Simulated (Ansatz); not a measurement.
`F[Si](Cl)(Cl)[GeH3]` + H₂ → `Cl[SiH](Cl)[GeH3]` + H–F at 600 K and 1 bar (hydrogenolysis of the Si–F bond).

Gas-phase electronic energies from Ansatz, PBE0-D4/def2-TZVP geometries. CBS: MP2 limit from def2 TZ/QZ plus the TZ coupled-cluster correction, frozen cores. This one scheme is used for every species. For Ge outer-core shells are correlated without core-valence functions, which leaves a few kJ/mol of doubt a bond. Scalar relativity is left out up to krypton.

```json
{"species": "`F[Si](Cl)(Cl)[GeH3]`", "CCSD(T)/CBS energy (Eh)": "-3386.51611", "H − E (kJ/mol)": "144.2", "S (J/(mol·K))": "479.4"}
{"species": "H₂", "CCSD(T)/CBS energy (Eh)": "-1.17544", "H − E (kJ/mol)": "43.9", "S (J/(mol·K))": "150.8"}
{"species": "`Cl[SiH](Cl)[GeH3]`", "CCSD(T)/CBS energy (Eh)": "-3287.25008", "H − E (kJ/mol)": "153.0", "S (J/(mol·K))": "454.6"}
{"species": "H–F", "CCSD(T)/CBS energy (Eh)": "-100.39570", "H − E (kJ/mol)": "42.3", "S (J/(mol·K))": "194.0"}
```

H − E and S are ideal-gas, rigid-rotor, harmonic terms from PBE0-D4/def2-TZVP. The MP2-based limit puts H₂ 0.8 mEh under its directly extrapolated value; such offsets cancel only in part. 1 Eh = 2625.50 kJ/mol, R = 8.31446 J/(mol·K).

Problem. By hand: ΔE, ΔH, ΔS and ΔG.

Solution. ΔE = (-3287.25008) + (-100.39570) − (-3386.51611) − (-1.17544) = 0.04577 Eh = 120.2 kJ/mol. Δ(H − E) = 153.0 + 42.3 − 144.2 − 43.9 = 7.2, so ΔH = 127.4 kJ/mol. ΔS = 454.6 + 194.0 − 479.4 − 150.8 = 18.4 J/(mol·K). ΔG = 127.4 − 600 × (18.4)/1000 = 116.4 kJ/mol.

Problem. By hand: the equilibrium constant, and the temperature at which ΔG would vanish if ΔH and ΔS stayed fixed.

Solution. log₁₀ K = −ΔG/(RT ln 10) = -10.1. ΔG = 0 at ΔH/ΔS = 6924 K, far beyond where these terms or the molecules hold.

ΔH outweighs TΔS. A doubt of 5 kJ/mol in ΔE shifts log₁₀ K by 0.4 here. These are equilibria of isolated gas molecules and say nothing of rates. Largest T1 diagnostic: 0.011 (customary marks: 0.02 for closed shells, 0.045 for open ones).
